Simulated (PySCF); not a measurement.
SMILES COC[CH]O (C3H7O2), doublet, CAM-B3LYP/def2-SVP optimised geometry.

```
12

C     -0.24     1.95     0.86
O      0.15     0.61     0.85
C     -0.61    -0.22     0.00
C      0.05    -1.55     0.00
O      1.40    -1.55     0.00
H     -1.28     2.07     1.22
H      0.43     2.50     1.54
H     -0.18     2.40    -0.15
H     -0.63     0.24    -1.02
H     -1.66    -0.29     0.33
H     -0.41    -2.40    -0.51
H      1.66    -0.72     0.43
```

Density from unrestricted CAM-B3LYP/def2-TZVP (PySCF) at that geometry.

Minimum of the electron density along straight lines between bonded atoms, close to the bond critical point (lines longer than 1.1 times the sum of covalent radii, or with two minima, are not listed):

```
bond    length / Å  ρ at the minimum / e bohr⁻³  ∇²ρ there / e bohr⁻⁵  position (fraction from the first atom)
------  ----------  ---------------------------  --------------------  ---------------------------------------
C1–O2        1.397                        0.270                 -0.60                                     0.35
O2–C3        1.409                        0.265                 -0.60                                     0.64
C3–C4        1.489                        0.274                   [?]                                     0.50
C4–O5        1.351                        0.296                   [?]                                     0.34
C1–H6        1.106                        0.276                 -0.95                                     0.65
C1–H7        1.098                        0.282                 -1.00                                     0.65
C1–H8        1.107                        0.275                 -0.95                                     0.65
C3–H9        1.117                        0.270                 -0.91                                     0.65
C3–H10       1.108                        0.276                 -0.96                                     0.65
C4–H11       1.092                        0.282                 -1.00                                     0.65
O5–H12       0.972                        0.350                   [?]                                     0.81
```

Problem. Fill in the missing entries.

Solution. 
- C3–C4, ∇²ρ there / e bohr⁻⁵: -0.75
- C4–O5, ∇²ρ there / e bohr⁻⁵: -0.44
- O5–H12, ∇²ρ there / e bohr⁻⁵: -2.39
